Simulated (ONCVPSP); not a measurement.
**What one change does to a pseudopotential (vanadium (V), ONCV)**

- Element: V
- Generator: ONCVPSP 4.0.1
- Type: optimised norm-conserving Vanderbilt (ONCV)
- Functional: PBEsol
- Relativity: scalar-relativistic
- Frozen core: [Ne] 3s2
- Valence charge: 11
- Reference configuration: 3p6 3d3 4s2
- Partial waves: 4s: rc 2.65 bohr, ncon 4, nbas 7, qcut 2 1/bohr, 2 projectors, debl 2.3 Ha; 3p: rc 1.15 bohr, ncon 4, nbas 8, qcut 15 1/bohr, 2 projectors, debl 0.4 Ha; 3d: rc 1.90 bohr, ncon 4, nbas 9, qcut 7.9 1/bohr, 3 projectors, debl 0.6 Ha
- Local potential: polynomial inside 0.95 bohr (lpopt 5, dvloc0 0 Ha)
- Core correction: none

In the p channel the program set the typed energies aside and used -1.615, 0.250 Ha.

Change: s: rc 3.86.

Cutoffs: the cutoffs (Ha) at which the residual kinetic energy of the hardest occupied pseudo-wave falls to 1 and 0.1 mHa per electron; they do not see the model core or the augmentation charge, which bear on the density cutoff. Errors are all-electron minus pseudo energies relative to the spin-unpolarised reference configuration.

Problem. How do hardness, ghosts and transferability respond?

Solution. The potential gets neither clearly harder nor softer (48 Ha and 63 Ha → 48 Ha and 63 Ha); both files keep a bound ghost (s); of the 4 tests that both files solve, the error grows in 4 and shrinks in 0 by more than 15 % and 0.3 meV (median size 36.3 → 187.8 meV). More of the atom is replaced by a form fitted at one configuration, so other configurations suffer.

```tsv
quantity	base	changed
cutoff, loose	48 Ha	48 Ha
cutoff, tight	63 Ha	63 Ha
loose cutoff by channel	s 5.9 Ha, p 48 Ha, d 25 Ha	s 1.6 Ha, p 48 Ha, d 25 Ha
bound ghosts	s	s
GHOST(+) flags under 300 eV	none	none
error for 3p6 3d3 4s1, meV [ΔE 7.75 eV]	-3.3	-17
error for 3p6 3d3 4s0, meV [ΔE 21.95 eV]	-10	-150
error for 3p6 3d2 4s0, meV [ΔE 50.80 eV]	+161	-373
error for 3p6 3d2 4s2, meV [ΔE 11.00 eV]	+62	+225
p: phases at 1.17 bohr within 0.05 rad from the reference energy up to (Ha; the scan ends near 5)	to the end of the scan	to the end of the scan
d: phases at 1.93 bohr within 0.05 rad from the reference energy up to (Ha; the scan ends near 5)	to the end of the scan	to the end of the scan
```

 A true bound ghost makes a file unfit for plane-wave use even where its test errors are small: the radial tests pick states by their node count and pass the ghost by.
